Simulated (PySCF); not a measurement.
**Excitation energy of Cr²⁺ by level of theory**

Cr²⁺ [Ar] 3d4 (5D) → Cr²⁺ [Ar] 3d3 4p1 (high-spin determinant), as a difference of total energies. Computed with PySCF 2.14 in aug-cc-pVDZ-DK (7s6p4d2f, 59 functions), with the spin-free X2C one-electron Hamiltonian (Gaussian nucleus). Correlated levels: valence: [Ar] frozen. The calculations carry no spin-orbit coupling.

```tsv
method	excitation energy (cm⁻¹)
UHF	90951
PBE	95746
PBE0	96187
wB97M-V	96224
BHandHLYP	95181
BP86	95450
PW91	96051
MP2 (valence)	94426
SCS-MP2 (valence)	92109
```

Q: Estimate what LDA gives.

A: 98511 cm⁻¹, closest to wB97M-V among the rows shown.

Q: Estimate what r2SCAN gives.

A: 94523 cm⁻¹, closest to MP2 (valence) among the rows shown.

A first-order spin-orbit estimate (lowest level to lowest level, LS coupling) adds -0.049 eV.

The determinant of the upper state mixes LS terms, which raises its energy above the lowest term, most at the Hartree-Fock and MP2 levels.
